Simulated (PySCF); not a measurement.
**Dipole polarisabilities along the 5d series, charge +2**

Calculated with PySCF 2.14 for the ground configurations, without spin-orbit coupling: coupled response for Hartree-Fock and DFT. Mean α in bohr³, C₆ of like pairs in atomic units.

```
                                                                                                        species  α UHF  α PBE  α PBE0  C₆ UHF  C₆ PBE  C₆ PBE0
 Hf²⁺ [Xe] 4f14 5d2 (aug-cc-pVTZ-PP with one added diffuse shell each of s, p, d, f, g type with ECP60MDF, ECP)  14.10    n/a   14.84   69.81     n/a    73.35
 Ta²⁺ [Xe] 4f14 5d3 (aug-cc-pVTZ-PP with one added diffuse shell each of s, p, d, f, g type with ECP60MDF, ECP)  13.33  14.83   14.16   73.68   82.19    78.40
  W²⁺ [Xe] 4f14 5d4 (aug-cc-pVTZ-PP with one added diffuse shell each of s, p, d, f, g type with ECP60MDF, ECP)  12.28  13.75   13.09   72.25   81.53    77.43
 Re²⁺ [Xe] 4f14 5d5 (aug-cc-pVTZ-PP with one added diffuse shell each of s, p, d, f, g type with ECP60MDF, ECP)  11.08  12.39   11.87   67.77   76.63    73.14
 Os²⁺ [Xe] 4f14 5d6 (aug-cc-pVTZ-PP with one added diffuse shell each of s, p, d, f, g type with ECP60MDF, ECP)  10.48    n/a   11.25   65.76     n/a    71.30
 Ir²⁺ [Xe] 4f14 5d7 (aug-cc-pVTZ-PP with one added diffuse shell each of s, p, d, f, g type with ECP60MDF, ECP)  9.550  10.71   10.30   60.85   69.21    66.29
 Pt²⁺ [Xe] 4f14 5d8 (aug-cc-pVTZ-PP with one added diffuse shell each of s, p, d, f, g type with ECP60MDF, ECP)  8.765  9.814   9.448   56.29   63.99    61.36
 Au²⁺ [Xe] 4f14 5d9 (aug-cc-pVTZ-PP with one added diffuse shell each of s, p, d, f, g type with ECP60MDF, ECP)  8.058  9.001   8.672   51.82   58.83    56.45
Hg²⁺ [Xe] 4f14 5d10 (aug-cc-pVTZ-PP with one added diffuse shell each of s, p, d, f, g type with ECP60MDF, ECP)  7.331  8.197   7.903   46.95   53.41    51.26
```
